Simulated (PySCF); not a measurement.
Energy of Nb⁺ (niobium, charge +1) between two integer charges

The 4d alpha orbital of [Kr] 4d4 is emptied in steps (occupation f), with all orbitals relaxed, ending at [Kr] 4d3. Computed with PySCF 2.14 in def2-TZVP with the def2 core potential (28 electrons), with a scalar-relativistic core potential. The exact energy is a straight line in f; departures are measured from the line between the end points of the same method.

```tsv
f	LDA (eV)	PBE (eV)
1	0.000	0.000
0.75	-0.922	-0.885
0.5	-1.226	-1.189
0.25	-0.927	-0.900
0	0.000	0.000
```

```csv
method,E(f=0) − E(f=1) (eV),−ε at f=1 (eV),−ε at f=0.5 (eV)
LDA,14.720,10.049,14.686
PBE,14.475,9.832,14.433
```

Orbital energy along the path (eV):

```
   f      LDA      PBE
   1  -10.049   -9.832
0.75  -12.369  -12.105
 0.5  -14.686  -14.433
0.25  -17.161  -16.844
   0  -19.704  -19.319
```

Reference removal energy between the ground levels: 14.32 eV (semi-empirical (NIST evaluation); NIST Atomic Spectra Database, ionization energies). The calculation has no spin-orbit coupling. The determinant left behind need not be the lowest term of the ion.
